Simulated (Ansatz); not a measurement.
Ansatz (a program for electronic structure) input file for F₂Ge, SMILES [Ge]([F])[F] (connectivity only; charge and spin as stated), charge +1, multiplicity 2, CAM-B3LYP/def2-TZVPD. Geometry optimised at B3LYP-D3(BJ)/def2-TZVP. The multiplicity is an assumed one; other spin states were not compared. The isomer is the one that the SMILES or the coordinates give; other isomers of the formula were not compared.

Ansatz 0.2 input:
```yaml
crystal:
  periodic: [false, false, false]
  atoms:
    - {symbol: Ge, position_ang: [0.00000000, 0.00000000, 0.31739809]}
    - {symbol: F, position_ang: [0.00000000, 1.44437086, -0.56426328]}
    - {symbol: F, position_ang: [0.00000000, -1.44437087, -0.56426328]}
basis:
  gaussian:
    orbitals: def2-TZVPD
hamiltonian:
  xc: {name: CAM-B3LYP}
total_charge: 1
magnetization: {spin_polarized: true, initial_magnetization: 1}
```

Log of the run:

```
WARN ansatz: RAYON_NUM_THREADS=1 ignored (pool sized by the plan → 1); use --threads N
Functional definition: CAM-B3LYP
integrals: 0.06 GiB planned
808 factors; their error is unknown
integrals: 0.09 GiB planned
200 factors; integrals over basis functions are off by at most 9.7e-5 eV
mean field: 0.78 GiB planned
mean field evaluation 1: about -61930.8629 eV, gradient 7.5e1 eV
mean field evaluation 2: about -61873.4854 eV, gradient 1.5e2 eV
mean field evaluation 4: about -61947.1163 eV, gradient 3.6e0 eV
mean field evaluation 8: about -61947.3357 eV, gradient 1.1e-1 eV
mean field evaluation 16: about -61947.3357 eV, gradient 2.4e-5 eV
mean field -61947.33570487 eV, -2276.5225977417 hartree, gradient 2.4e-5 eV, S^2 0.755325; 0 other end points of the search recorded, 0 dependent functions left out
reference -61947.33580473 eV, -2276.5226014114 hartree; 25, 24 occupied and 109, 110 virtual orbitals, 808 factors
Total energy: -61947.33580473 eV, -2276.5226014114 hartree
```

The calculation finished and met its thresholds.

Cost: very roughly 6 core-seconds.
